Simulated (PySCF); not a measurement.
PySCF 2.14 output of an unrestricted PBE calculation on a single atom or ion in aug-cc-pwCVTZ-DK3 (11s10p8d5f1g, 125 functions), with scalar relativity by spin-free X2C-1e:

```
SCF conv_tol = 1e-09
number electrons alpha = 41  beta = 38
    J. P. Perdew, K. Burke, and M. Ernzerhof.,  Phys. Rev. Lett. 77, 3865 (1996)
    J. P. Perdew, K. Burke, and M. Ernzerhof.,  Phys. Rev. Lett. 78, 1396 (1997)
    J. P. Perdew, K. Burke, and M. Ernzerhof.,  Phys. Rev. Lett. 77, 3865 (1996)
    J. P. Perdew, K. Burke, and M. Ernzerhof.,  Phys. Rev. Lett. 78, 1396 (1997)
cycle= 1 E= -20246.2900282204  delta_E= -0.0241  |g|= 0.252  |ddm|= 0.95
cycle= 2 E= -20246.2899129256  delta_E= 0.000115  |g|= 0.226  |ddm|= 0.28
cycle= 3 E= -20246.2935419797  delta_E= -0.00363  |g|= 0.0191  |ddm|= 0.133
cycle= 4 E= -20246.2935989634  delta_E= -5.7e-05  |g|= 0.000813  |ddm|= 0.026
cycle= 5 E= -20246.2935991346  delta_E= -1.71e-07  |g|= 4.18e-05  |ddm|= 0.0016
cycle= 6 E= -20246.2935991349  delta_E= -2.98e-10  |g|= 4.01e-06  |ddm|= 7.16e-05
converged SCF energy = -20246.2935991349  <S^2> = 3.7508974  2S+1 = 4.0004487
```

The run itself started from symmetry-adapted Hartree-Fock orbitals and held the occupation by maximum overlap, on a logarithmic radial grid, so the iterations belong to that start.

Question: Which element, charge and spin multiplicity is this?

Answer: Tl²⁺ (thallium, charge +2), multiplicity 4; the state was [Xe] 4f14 5d9 6s1 6p1, one real determinant (an excited configuration).

⟨L²⟩ = 8.01 against 12 for a pure F term, so this real determinant mixes terms. Spin-orbit coupling, absent here, splits the open shell strongly.
